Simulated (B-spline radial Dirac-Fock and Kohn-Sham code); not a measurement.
# X-ray scattering factor of Tb²²⁺

System: the Tb²²⁺ ion, configuration 1s2 2s2 2p6 3s2 3p6 3d10 4s2 4p6 4d7.

These are calculated numbers from a radial B-spline solver; the model is Dirac-Fock densities. f₀ is the Fourier transform of the spherical electron density, S the Waller-Hartree incoherent function, and s = sin θ/λ. The electron scattering factor follows from the Mott-Bethe formula f_e = 0.023934 Å⁻¹·(Z − f₀)/s².

```tsv
s (Å⁻¹)	f₀	S	f_e (Å)
0	43.000	0.000	–
0.05	42.889	0.095	211.684
0.1	42.558	0.378	53.713
0.15	42.016	0.835	24.448
0.2	41.279	1.447	14.194
0.25	40.363	2.192	9.435
0.3	39.293	3.041	6.836
0.35	38.094	3.969	5.257
0.4	36.793	4.948	4.219
0.45	35.418	5.957	3.496
0.5	33.997	6.975	2.968
0.6	31.118	8.984	2.253
0.7	28.336	10.906	1.791
0.8	25.780	12.718	1.467
0.9	23.522	14.419	1.226
1	21.587	16.017	1.039
1.1	19.959	17.513	0.891
1.2	18.598	18.906	0.771
1.4	16.466	21.376	0.593
1.6	14.793	23.444	0.469
1.8	13.318	25.182	0.382
2	11.932	26.678	0.318
2.5	8.896	29.727	0.215
3	6.807	32.092	0.155
3.5	5.604	33.958	0.116
4	4.912	35.452	0.090
5	3.983	37.656	0.058
6	3.153	39.125	0.041
```

f₀ starts at the number of electrons, 43, and has fallen to half at s ≈ 1.01 Å⁻¹. The sum of ⟨r²⟩ over the electrons is 6.052 bohr². For an ion f_e diverges as s goes to zero, because of the net charge.
